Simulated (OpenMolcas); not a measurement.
# Ir2+: moving or changing the point charges

Ir2+ among 6 point charges of -1.7 e arranged as a tetragonal octahedron (D4h), 2.12 Å from the ion, with the axial distance 2.353 Å.
```
   2.1200    0.0000    0.0000  -1.70
   0.0000    2.1200    0.0000  -1.70
  -2.1200    0.0000    0.0000  -1.70
   0.0000   -2.1200    0.0000  -1.70
   0.0000    0.0000    2.3532  -1.70
   0.0000    0.0000   -2.3532  -1.70
```

```
Program             : OpenMolcas 26.06
Method              : CASSCF
Basis               : ANO-RCC-VDZP [7s6p4d2f]
Scalar Hamiltonian  : DKH2, point nucleus
Active space        : 7 electrons in 5 orbitals (5d)
State averaging     : 2S+1 = 4 even, 10 roots; 2S+1 = 2 even, 40 roots
Spin-orbit coupling : state interaction with AMFI integrals over the reference wave functions
```

Runs around this geometry, states (labels of D4, the rotations of D4h). Energies in cm-1 above the lowest state or level, χT in cm3 K/mol.

```csv
R (Å),q (e),Axial / equatorial distance,Ground state,First state of that spin,First gap with spin-orbit (degeneracies),χT at 300 K,First state of another spin
2.12,-1.7,1.02,4A2,4E 302.5,"870.8 (2, 2)",3.247,2A1 6378
2.12,-1.36,1.11,4A2,4E 1046,"1016 (2, 2)",3.427,2A1 7717
2.04,-1.7,1.11,4A2,4E 1711,"1405 (2, 2)",2.786,2A1 4380
2.12,-1.7,1.11,4A2,4E 1462,"1258 (2, 2)",3.147,2A1 5953
2.35,-1.7,1.11,4A2,4E 986.0,"867.2 (2, 2)",3.623,2A1 9245
```

Taking the first state of the same spin as R^-n, n = -ln(986 / 1711) / ln(2.35 / 2.04) = 3.9 between the shortest and longest distance.

Scaling the charges by -1.36 / -1.7 = 0.80 scales the first state of the same spin by 1046 / 1462 = 0.72; with fixed orbitals a first-order splitting would follow the charge.

Without dynamic correlation the repulsion within the d shell is too large (B by tens of per cent), so at a given field states of lower spin stand too high. Point charges give a weaker field than real ligands, and real ions of this kind are as a rule low spin; the high spin found here belongs to the model. Spin-orbit coupling mixes the spin-free states strongly: the lowest level takes only 51 % from its leading state, 4E, which lies 303 cm-1 above the lowest spin-free state (figures for R = 2.12, q = -1.7, ratio = 1.02; the like holds for R = 2.12, q = -1.36, ratio = 1.11, R = 2.04, q = -1.7, ratio = 1.11, R = 2.12, q = -1.7, ratio = 1.11, R = 2.35, q = -1.7, ratio = 1.11). This shell can be high or low spin here, a state of another spin lies low, and with metal d orbitals alone active their balance is uncertain, so the ground spin may be wrong (holds for R = 2.12, q = -1.7, ratio = 1.02; R = 2.12, q = -1.36, ratio = 1.11; R = 2.04, q = -1.7, ratio = 1.11; R = 2.12, q = -1.7, ratio = 1.11). Point charges carry no covalency, so the field is a model and not that of real ligands. No measured value stands beside these numbers.
